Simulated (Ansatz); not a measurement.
Correlation energies of ClH$_{3}$Se$_{3}$Si, SMILES `Cl[Si]([SeH])([SeH])[SeH]` by basis set

```tsv
atom	x (Å)	y (Å)	z (Å)
Cl1	0.209	-1.877	-1.439
Si2	-0.015	-0.159	-0.336
Se3	1.316	1.523	-1.056
Se4	0.534	-0.527	1.829
Se5	-2.170	0.436	-0.701
H6	2.536	0.874	-0.552
H7	-0.300	-1.736	1.910
H8	-2.109	1.467	0.345
```

The species carries charge 0 and has multiplicity 1. Correlated methods include outer-core shells of Se, which these sets cover unevenly. Scalar relativity is left out up to krypton. The structure was optimised at the PBE0-D4/def2-TZVP level. It is one conformer, not always the lowest. Frozen core, restricted reference, Ansatz.

| basis | HF (Eh) | MP2 corr. | CCSD corr. | (T) | CCSD(T) total |
| --- | --- | --- | --- | --- | --- |
| def2-SVP | -7948.72024 | -0.93668 | -0.96534 | -0.02688 | -7949.71246 |
| def2-TZVPP | -7949.87949 | -1.13038 | – | – | – |
| def2-QZVPP | -7950.04272 | -2.07242 | – | – | – |
